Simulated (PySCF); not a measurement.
**The electron affinity along the 3d series**

All values are computed (PySCF 2.14, energy differences of UHF-based or UKS calculations, no spin-orbit coupling). Values in eV. The last column holds reference values (measured affinities from photodetachment; the arrow runs from anion to atom). Unmarked ones compare directly (S terms, centres of terms, or small fine structure); those marked * lie between the lowest fine-structure levels and include a spin-orbit shift.

```
                                                                              element                 configurations  SCS-MP2 (valence and next inner shell)  CCSD (valence and next inner shell)    LDA    PBE   PBE0  SCS-MP2 (valence)  reference
Ti (x2c-TZVPPall with one added diffuse shell each of s, p, d, f type, spin-free X2C)    [Ar] 3d3 4s2 → [Ar] 3d2 4s2                                  -0.783                               -0.255  0.993  0.788  0.388             -1.153    0.076 *
 V (x2c-TZVPPall with one added diffuse shell each of s, p, d, f type, spin-free X2C)    [Ar] 3d4 4s2 → [Ar] 3d3 4s2                                  -0.331                                0.245  1.565  1.225  0.803             -0.845    0.528 *
Cr (x2c-TZVPPall with one added diffuse shell each of s, p, d, f type, spin-free X2C)    [Ar] 3d5 4s2 → [Ar] 3d5 4s1                                   0.237                                0.457    n/a    n/a    n/a              0.246      0.676
Fe (x2c-TZVPPall with one added diffuse shell each of s, p, d, f type, spin-free X2C)    [Ar] 3d7 4s2 → [Ar] 3d6 4s2                                  -0.007                               -0.406  1.073  0.935  0.232             -0.252    0.153 *
Co (x2c-TZVPPall with one added diffuse shell each of s, p, d, f type, spin-free X2C)    [Ar] 3d8 4s2 → [Ar] 3d7 4s2                                   0.696                                0.123  1.737  1.412  0.663              0.334    0.662 *
Ni (x2c-TZVPPall with one added diffuse shell each of s, p, d, f type, spin-free X2C)    [Ar] 3d9 4s2 → [Ar] 3d8 4s2                                   1.397                                  n/a  2.357  1.815  1.036              0.939    1.157 *
Cu (x2c-TZVPPall with one added diffuse shell each of s, p, d, f type, spin-free X2C)  [Ar] 3d10 4s2 → [Ar] 3d10 4s1                                   0.942                                1.021  1.599  1.394  1.089              0.925      1.236
```

The highest occupied level of the anion is positive for Ti⁻ at LDA, PBE, PBE0; V⁻ at LDA, PBE, PBE0; Cr⁻ at LDA, PBE, PBE0; Fe⁻ at LDA, PBE, PBE0; Co⁻ at LDA, PBE, PBE0; Ni⁻ at LDA, PBE, PBE0; Cu⁻ at LDA, PBE, PBE0, so there the basis helps to hold the electron.

"Valence" correlates the outer s and p shells and, in groups 3 to 12 and the f block, the outer d or f shell, open or full, or the next shell where the ion has no valence electron left; the wider scheme adds the next inner shell.
